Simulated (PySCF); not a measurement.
C3H7NSi, SMILES [SiH3]C1=NCC1.

Geometry optimised at PBE0-D3(BJ)/def2-SVP. This is a generated structure with no PubChem entry under its InChIKey; it may be hypothetical.

Level of theory: PBE0/def2-TZVP (PySCF).

Symmetry labels are those of the subgroup Cs that the program uses (full group Cs).

Computed valence orbital energies around the gap with their symmetry:
| orbital | symmetry | energy (eV) |
|---|---|---|
| HOMO−7 | A' | -12.93 |
| HOMO−6 | A' | -11.81 |
| HOMO−5 | A" | -10.64 |
| HOMO−4 | A" | -10.01 |
| HOMO−3 | A' | -9.78 |
| HOMO−2 | A' | -8.75 |
| HOMO−1 | A" | -8.44 |
| HOMO | A' | -7.40 |
| LUMO | A" | -0.74 |
| LUMO+1 | A' | 0.71 |
| LUMO+2 | A' | 0.98 |
| LUMO+3 | A' | 1.46 |
